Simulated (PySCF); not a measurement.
**Worked example: chemical shift, span and skew from a shielding tensor**

bicarbonate (CHO₃), SMILES O=C([O-])O, charge -1. Atoms are numbered in the order given.

```xyz
5

O      0.7858     0.9917     0.0000
C     -0.0663    -0.1490     0.0000
O     -1.2821     0.1348     0.0000
O      0.5265    -1.2298     0.0000
H      0.1565     1.7202     0.0000
```
Charge -1, spin multiplicity 1.

Geometry optimised at PBE0-D3(BJ)/def2-SVPD. The values are those of a single conformer.

GIAO shieldings from HF/pcSseg-2 in PySCF, non-relativistic, no solvent. The symmetric part of the tensor of C2 has the principal values -75.8, 58.7, 97.2 ppm. The same nucleus in TMS has σ = 193.3 ppm at this level (PySCF, at its B3LYP-D3(BJ)/def2-TZVP geometry).

Work out the isotropic shielding, the ¹³C shift against TMS, the span and the skew.


σ(iso) = (σ11 + σ22 + σ33)/3 = 26.7 ppm. δ = σ(ref) − σ(iso) = 193.3 − (26.7) = 166.6 ppm.
Span Ω = σ33 − σ11 = 173.0 ppm. Skew κ = 3(σ(iso) − σ22)/Ω = -0.55. Tumbling in solution averages the tensor to δ; in a static solid the shielding alone would spread this spin-1/2 line over Ω.
